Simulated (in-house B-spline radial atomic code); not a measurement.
A fraction x of an electron is removed from 5p in the tellurium ion Te⁺, starting from [Kr] 4d10 5s2 5p3 and keeping the highest spin. Method: non-relativistic PBEsol, spin-polarised, spherical fractional occupations, point nucleus. Calculated with an all-electron radial atomic-structure program (B-spline basis).

```csv
x,E(x) - E(0) (eV),5p up level (eV)
0,0.0000,-14.548
0.11,1.6498,-15.449
0.23,3.5632,-16.442
0.29,4.5647,-16.942
0.45,7.3829,-18.287
0.5,8.3078,-18.711
0.6,10.2215,-19.563
0.73,12.8372,-20.680
0.84,15.1643,-21.632
0.89,16.2567,-22.067
1,18.7369,-23.029
```

The exact functional would give a straight line between the two integer points. Deviations E(x) - E(0) - x[E(1) - E(0)], in eV: -0.411 at x = 0.11, -0.746 at x = 0.23, -0.869 at x = 0.29, -1.049 at x = 0.45, -1.061 at x = 0.5, -1.021 at x = 0.6, -0.841 at x = 0.73, -0.575 at x = 0.84, -0.419 at x = 0.89.

The curve lies below the straight line by up to 1.061 eV (at x = 0.5): convex, the delocalisation error that favours fractional charges.

(1) How well does Slater's transition state (minus the level at half occupation) give the ionisation energy?

Answers

(1) It gives 18.711 eV against 18.737 eV from the two total energies; NIST lists 18.60 eV, ground level to ground level.
